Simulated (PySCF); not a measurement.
Ligands exchanged one at a time, Ge OCH3-SiH3. All species are isolated molecules in the gas phase. One relaxed conformer stands for each flexible species; it need not be the lowest. Strings in code marks are SMILES.

All values below come from PBE-D3(BJ)/def2-TZVP // r2SCAN-D4/def2-SVP in PySCF. All candidates: neutral, multiplicity 1. Excitations are Tamm–Dancoff values on a coarser integration grid. The basis has no diffuse functions, so Rydberg states are missing or too high.

```json
{
 "S1 excitation (TDA)": "4.41 eV",
 "HOMO": "-5.92 eV",
 "HOMO–LUMO gap": "4.25 eV"
}
```

Task: Identify which member has these values.
(A) `C[O][Ge]([SiH3])([SiH3])[SiH3]` (C–O–Ge–Si torsion 59°)
(B) `C[O][Ge]([SiH3])([SiH3])[O]C` (C–O–Ge–Si torsion 178°, Si–Ge–O–C torsion 47°)
(C) `[SiH3][Ge]([SiH3])([SiH3])[SiH3]`

Result: A, `C[O][Ge]([SiH3])([SiH3])[SiH3]` (C–O–Ge–Si torsion 59°). The others give `C[O][Ge]([SiH3])([SiH3])[O]C` (C–O–Ge–Si torsion 178°, Si–Ge–O–C torsion 47°): 4.99 eV, -6.18 eV, 4.87 eV; `[SiH3][Ge]([SiH3])([SiH3])[SiH3]`: 5.92 eV, -6.88 eV, 5.76 eV
